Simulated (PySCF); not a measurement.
Simulated C 1s region for `CC(C)[SiH3]`, binding energy against the vacuum level.

Every computed line was given a Gaussian of 0.7 eV full width at half maximum and an area set by the number of equivalent atoms; the highest printed point is 100. Method: delta-SCF UKS SCAN, pcX-2 on the ionised atom, pcseg-1 elsewhere, spin-free X2C in PySCF.

binding energy (eV), intensity and a bar:
```
    289.1          0 
    289.2          0 
    289.3          1 
    289.4          3 #
    289.5          5 ##
    289.6         11 ###
    289.7         19 ######
    289.8         30 #########
    289.9         44 #############
    290.0         60 ##################
    290.1         76 #######################
    290.2         90 ###########################
    290.3         98 ##############################
    290.4        100 ##############################
    290.5         93 ############################
    290.6         80 ########################
    290.7         62 ###################
    290.8         44 #############
    290.9         28 ########
    291.0         16 #####
    291.1          8 ##
    291.2          4 #
    291.3          1 
    291.4          1 
    291.5          0
```

**Question.** How many maxima does the curve show, and how many computed lines lie under it?

**Answer.** The curve has 1 maximum (at 290.4 eV). Under it lie 2 lines from 2 inequivalent carbon sites. At this width some lines have no maximum of their own.

**Question.** Decompose the envelope and assign each component. Numbering: `[CH3:1][CH:2]([CH3:3])[SiH3:4]`.

**Answer.** 
```json
{"position (eV)": "290.10", "relative area": "1", "line": "C 1s", "atoms": "C2", "environment": "sp3 carbon bound to silicon"}
{"position (eV)": "290.46", "relative area": "2", "line": "C 1s", "atoms": "C1/C3", "environment": "methyl carbon"}
```

**Question.** What are the centre and the root-mean-square width of the whole band?

**Answer.** The area-weighted mean of the lines is 290.34 eV. Their own spread about it is 0.17 eV (rms) and each Gaussian has σ = 0.7/2.355 = 0.30 eV; the variances add, which gives 0.34 eV.

The listed C 1s values span 0.36 eV, from C2 (bonded to 2 C, H and Si) to C1/C3 (bonded to C and 3 H).

The curve has no shake-up lines and no vibrational structure. Atoms equivalent by their bonding share one computed value, that of the first of them. Isolated species at its GFN2-xTB geometry, gas phase.

The run took 60 s on one thread of an x86-64 server, no GPU (shared host).
